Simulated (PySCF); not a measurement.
Species: C4H13AlP2.
Numbering: `[CH2:1]=[CH:2][CH2:3][P@@+:4]([CH3:5])([AlH3-:6])[PH2:7]` (hydrogens: H8, H9 on C1; H10 on C2; H11, H12 on C3; H13, H14, H15 on C5; H16, H17, H18 on Al6; H19, H20 on P7)

Computed with PySCF at CAM-B3LYP/def2-SVPD, non-relativistic, on one gas-phase PBE0-D3(BJ)/def2-SVP geometry that isn't relaxed in the solvent. The solvent is an IEF-PCM continuum (Bondi radii, 1.10 Å for H, scaled by 1.2), and excitations are vertical TDDFT with non-equilibrium linear response and a frozen core. The model holds no explicit solvent molecules, cavitation or dispersion.

Gas-phase singlets (H = HOMO, L = LUMO):

```
state  E (eV)  λ (nm)      f  leading configurations
   S1   5.948     208  0.207                 H→L 83%
   S2   6.401     194  0.025    H→L+3 38%, H→L+1 28%
   S3   6.490     191  0.004               H-1→L 76%
   S4   6.628     187  0.004               H-2→L 72%
   S5   6.707     185  0.021    H→L+1 43%, H→L+3 22%
```

Give the list for acetone (ε = 20.49), n² = 1.85.

| state | E (eV) | λ (nm) | f | leading configurations | change by rank (eV) |
| --- | --- | --- | --- | --- | --- |
| S1 | 5.978 | 207 | 0.333 | H→L 89% | +0.030 |
| S2 | 6.574 | 189 | 0.044 | H→L+4 42%, H→L+1 22% | +0.173 |
| S3 | 6.823 | 182 | 0.010 | H→L+2 27%, H→L+4 25% | +0.333 |
| S4 | 6.856 | 181 | 0.066 | H-1→L 39%, H→L+2 16% | +0.228 |
| S5 | 6.886 | 180 | 0.032 | H→L+3 28%, H-1→L 23% | +0.179 |

The ground-state energy changes by -0.382 eV from gas to acetone. By how much does the total energy of gas-phase S1 change?

E(S1) = E(S0) + excitation energy, so it changes by -0.382 + 0.030 = -0.352 eV: it is lowered less than the ground state, which is what a blue shift means. This is the vertical state, with the slow part of the continuum still set for S0.

How do the frontier levels move from gas to acetone?

| orbital | gas (eV) | solvent (eV) | change (eV) | Löwdin shares, gas | Löwdin shares, solvent |
| --- | --- | --- | --- | --- | --- |
| LUMO+2 | 0.91 | 1.08 | +0.17 | Al6 18 %, P7 15 %, H20 8 %, C2 8 % | Al6 26 %, P7 11 %, C1 10 %, C2 8 % |
| LUMO+1 | 0.72 | 1.05 | +0.33 | C1 21 %, C2 19 %, P7 15 %, H19 8 % | Al6 31 %, C1 15 %, C2 15 %, P7 7 % |
| LUMO | 0.30 | 0.60 | +0.30 | P7 36 %, P4 21 %, Al6 7 %, C5 5 % | P7 33 %, P4 20 %, Al6 12 %, H18 5 % |
| HOMO | -8.60 | -8.47 | +0.13 | P7 28 %, P4 21 %, Al6 19 %, H18 18 % | P7 36 %, P4 26 %, Al6 12 %, H18 6 % |
| HOMO-1 | -8.87 | -8.99 | -0.12 | Al6 36 %, H17 36 %, H16 12 %, H18 7 % | C1 37 %, C2 34 %, C3 9 % |
| HOMO-2 | -9.00 | -9.33 | -0.33 | Al6 32 %, H16 26 %, H18 14 %, P4 11 % | H17 36 %, Al6 34 %, H16 10 %, H18 6 % |
| HOMO-3 | -9.33 | -9.39 | -0.06 | C1 37 %, C2 35 %, C3 8 % | Al6 35 %, H16 28 %, H18 23 %, P4 5 % |

The HOMO–LUMO gap goes from 8.90 to 9.07 eV. Rows go by rank; for HOMO-3, HOMO-2, HOMO-1, HOMO, LUMO+1 and LUMO+2 the atom shares or the degeneracy differ between the runs, so the row needn't follow one orbital.

Time: 2.0 min wall; peak memory 1.5 GiB. Hardware: an Arm Neoverse N1 with one thread, shared host with 64 logical CPUs at a one-minute load of 58. This is the whole response run at CAM-B3LYP/def2-SVPD in acetone, SCF included.

The values belong to the conformer `[CH2:1]=[CH:2][CH2:3][P@@+:4]([CH3:5])([AlH3-:6])[PH2:7]`: C1–C2–C3–P4 18°, C2–C3–P4–C5 172°, H–P7–P4–C3 -92°, H–P7–P4–C3 174°.
